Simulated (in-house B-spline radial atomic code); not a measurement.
Be. Computed with a B-spline radial atomic code. Model: non-relativistic spherical atom: semilocal Troullier-Martins pseudo-atom, one channel per l, against all electrons, high spin, G0W0 and RPA with empty states to l = 8, local potential for every l without a channel, a model core (radius 0 = none) keeps its share of the functional.

What the tables leave out is listed at the end.

The pseudopotential gives back the lowest level of each angular momentum of its own functional in the configuration it was made in; a second state of the same l is only approximately right. Exact exchange, RPA and GW see the smooth pseudo-orbitals and miss the exchange with the core, for which the functional's share stands in. The column with an uncorrelated core keeps all orbitals and exact exchange, and so separates missing core correlation from pseudisation. Only the three outermost levels and the lowest empty one were computed. RPA here is direct RPA, with no exchange kernel, and its energies carry an (l + 1/2)⁻⁴ tail. A hybrid on a potential with a model core restores only its own semilocal share of the core's exchange.

Command:
```bash
python run_psgw.py task.json out
```
Settings (lengths in bohr, energies in hartree):
```
Z                      4
electrons              4
configuration          [He] 2s2
generated_in           [He] 2s2
functional             pbe,pbe
core_shells            1
radius_factor          0.9
core_correction        True
ion_configuration      [He] 2s1
```

Cost of the run: 19 s on 1 thread of Arm Neoverse N1, with other jobs on the host.

Given: made with PBE; model core radius 0.977 bohr; local radius 1.885 bohr; mean-field start PBE.

Valence shells of the generating configuration: 2s.

Channel: s 1.836, p 2.16 (radii in bohr).

Computed: largest level miss in the spin-unpolarised generating configuration 0.001 eV; valence RPA correlation energy all-electron orbitals -0.088271 hartree; valence RPA correlation energy pseudo -0.092197 hartree; all-electron RPA polarisability, core included 31.764 bohr³; pseudo-atom RPA polarisability 31.682 bohr³; ionisation by mean-field all-electron 8.9969 eV; ionisation by RPA pseudo minus all 0.179 eV.

| level | occupied | mean-field all-electron (eV) | mean-field pseudo minus all (eV) | G0W0 all-electron (eV) | G0W0 uncorrelated core minus all (eV) | G0W0 pseudo minus all (eV) | exchange self-energy all-electron (eV) | exchange self-energy pseudo (eV) |
| --- | --- | --- | --- | --- | --- | --- | --- | --- |
| 2s | 1 | -5.6088 | 0.001 | -8.9502 | 0.043 | -0.059 | -10.335 | -9.4789 |

Q: What is the ionisation by mean-field pseudo minus all?

A: -0.006 eV.

Q: What is the ionisation by RPA all-electron?

A: 9.6175 eV.

Given: mean-field start PBE0.

Computed: valence RPA correlation energy all-electron orbitals -0.072967 hartree; valence RPA correlation energy pseudo -0.075863 hartree; pseudo-atom RPA polarisability 27.194 bohr³; ionisation by mean-field all-electron 8.9712 eV; ionisation by RPA all-electron 9.3925 eV; ionisation by RPA pseudo minus all 0.095 eV.

| level | occupied | mean-field all-electron (eV) | mean-field pseudo minus all (eV) | G0W0 all-electron (eV) | G0W0 uncorrelated core minus all (eV) | G0W0 pseudo minus all (eV) | exchange self-energy all-electron (eV) | exchange self-energy pseudo (eV) |
| --- | --- | --- | --- | --- | --- | --- | --- | --- |
| 2s | 1 | -6.4924 | 0.017 | -9.1518 | 0.047 | -0.032 | -10.284 | -9.4458 |

Q: What is the ionisation by mean-field pseudo minus all?

A: -0.025 eV.

Q: What is the all-electron RPA polarisability, core included?

A: 27.016 bohr³.

Among the listed levels the largest G0W0 shift of the pseudo-atom is -0.06 eV, for 2s on the PBE start, while leaving the core uncorrelated moves that level by +0.04 eV. The rest, -0.10 eV, comes from pseudisation and the lost core exchange. Not in the tables (levels of low weight, unsolved or above zero; the highest and the empty levels are kept at any weight): on PBE the G0W0 levels 2p (pseudo minus all -0.07 eV, weights 0.83 and 0.83); on PBE0 the G0W0 levels 2p (pseudo minus all -0.04 eV, weights 0.90 and 0.90); no Hartree-Fock pseudo-atom is run with a model core.
